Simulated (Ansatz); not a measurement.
ClH3Si (SMILES [SiH3]Cl) moved off its minimum; all values from Ansatz (an electronic-structure program), cores frozen in correlated methods.
(charge 0, multiplicity 1)
```xyz
5

Si    -0.9651    -0.0180    -0.0316
Cl     1.0948    -0.0287     0.0561
H     -1.4601    -1.0141    -1.0370
H     -1.4243     1.2661    -0.3462
H     -1.5215    -0.4304     1.3190
```

**Question.** Give the forces (eV/Å), the total energy and the dipole at CCSD(T)/aug-cc-pV(T+d)Z.

**Answer.** 
| atom | Fx | Fy | Fz |
|---|---|---|---|
| Si1 | -0.167 | -2.026 | 0.850 |
| Cl2 | -0.035 | -0.003 | -0.049 |
| H3 | 0.281 | 0.292 | 0.186 |
| H4 | -0.425 | 1.528 | -0.421 |
| H5 | 0.346 | 0.209 | -0.565 |
Energy -750.6374 hartree, dipole 1.19 D.
